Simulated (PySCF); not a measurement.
PySCF 2.14 output of an unrestricted r2SCAN calculation on a single atom or ion in x2c-QZVPPall (9s6p4d2f1g, 70 functions), with the spin-free X2C one-electron Hamiltonian (Gaussian nucleus):

```
SCF conv_tol = 1e-09
number electrons alpha = 7  beta = 5
    J. W. Furness, A. D. Kaplan, J. Ning, J. P. Perdew, and J. Sun.,  J. Phys. Chem. Lett. 11, 8208-8215 (2020)
    J. W. Furness, A. D. Kaplan, J. Ning, J. P. Perdew, and J. Sun.,  J. Phys. Chem. Lett. 11, 9248-9248 (2020)
    J. W. Furness, A. D. Kaplan, J. Ning, J. P. Perdew, and J. Sun.,  J. Phys. Chem. Lett. 11, 8208-8215 (2020)
    J. W. Furness, A. D. Kaplan, J. Ning, J. P. Perdew, and J. Sun.,  J. Phys. Chem. Lett. 11, 9248-9248 (2020)
cycle= 1 E= -288.831897855412  delta_E= -0.00465  |g|= 0.00854  |ddm|= 0.0963
cycle= 2 E= -288.831917289871  delta_E= -1.94e-05  |g|= 0.00121  |ddm|= 0.00783
cycle= 3 E= -288.831917650807  delta_E= -3.61e-07  |g|= 0.000536  |ddm|= 0.000737
cycle= 4 E= -288.831917677759  delta_E= -2.7e-08  |g|= 2.89e-05  |ddm|= 0.000152
cycle= 5 E= -288.831917678089  delta_E= -3.3e-10  |g|= 2.88e-06  |ddm|= 2.67e-05
converged SCF energy = -288.831917678089  <S^2> = 2.0000778  2S+1 = 3.0000519
```

The run itself started from symmetry-adapted Hartree-Fock orbitals and held the occupation by maximum overlap, on a logarithmic radial grid, so the iterations belong to that start.

Problem. Which element, charge and spin multiplicity is this?

Solution. Si²⁺ (silicon, charge +2), multiplicity 3; the state was [Ne] 3s1 3p1, high-spin 3P determinant (an excited configuration).
